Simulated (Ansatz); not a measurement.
System: H3S2, charge 1, singlet. H3S2+ (SMILES S[SH2+]).
B3LYP-D3(BJ)/def2-TZVP minimum from Ansatz (an electronic-structure program):
```xyz
5

S     -0.8128    -0.1252     0.5607
S      0.8973     0.1229    -0.5928
H     -1.7033    -0.5286    -0.3799
H      1.6348    -0.5812     0.2913
H     -1.2829     1.1466     0.6035
```
Charge +1, spin multiplicity 1.

Total energies in cc-pV(T+d)Z, 14 correlated electrons, 10 frozen orbitals. Open shells are spin-unrestricted; no spin-orbit coupling. Correlated methods leave the cores frozen. No relativity.

| method | program | energy (Eh) | minus CCSDT(Q) (mEh) |
|---|---|---|---|
| HF | Ansatz | -796.55305 | 414.49 |
| MP2 | Ansatz | -796.90707 | 60.48 |
| CCSD | Ansatz | -796.94793 | 19.62 |
| CCSD(T) | Ansatz | -796.96530 | 2.25 |
| CCSDT(Q) | Ansatz | -796.96755 | 0.00 |

Rough core times of Ansatz's runs on a shared machine: CCSD(T) under 20 s, CCSDT(Q) 20 min.
